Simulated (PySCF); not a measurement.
Computed IR spectrum (relative IR intensity) of a molecule CH8FNSi2. The structure is a stationary point at PBE0-D3(BJ)/def2-SVP. Other conformers were not sampled. These are PBE0-D3(BJ)/def2-SVP run with PySCF values and carry that method's errors. Frequencies are harmonic and unscaled.

Lines under 2 % of the strongest are left out, and lines within 2 cm⁻¹ are merged.

ν (cm⁻¹): 173 (vw), 197 (m), 308 (vw), 366 (w), 416 (vw), 462 (vs), 601 (w), 646 (w), 767 (s), 832 (s), 842 (w), 870 (m), 907 (m), 924 (m), 932 (m), 1064 (m), 1243 (vw), 1452 (vw), 1543 (w), 2202 (m), 2211 (m), 2221 (s), 2228 (s), 3057 (w), 3125 (w), 3600 (w), 3705 (m) (against the strongest line: vs over 80 %, s over 45 %, m over 15 %, w over 4 %, vw less)

Question: Which molecule gave these data?
(A) F[SiH2]NC[SiH3]
(B) N[Si@H](F)C[SiH3]
(C) C[Si@@H](F)N[SiH3]
(D) N[SiH2][SiH2]CF

Answer: D, N[SiH2][SiH2]CF
